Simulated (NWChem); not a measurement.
Molecule: CHF, singlet; SMILES [CH]F

```xyz
3

C      0.1326     0.7076     0.0000
F      0.0163    -0.5878     0.0000
H     -0.9420     1.0452     0.0000
```
Atoms are numbered in this order, from 1.

All runs: NWChem. Low-valent species are run as closed-shell singlets; no triplet was tried in these runs. All runs use the structure optimised with PBE0-D3(BJ)/def2-TZVP.

For level PBE/def2-SVP:

```
Item                         Result
---------------------------  ------
highest occupied level (eV)   -5.37
orbital gap (eV)               1.51
```

**Question.** Estimate the same quantities for level KT2/def2-SVP.

**Answer.** The highest occupied level (eV) is -5.52. The orbital gap (eV) comes out as 1.86.
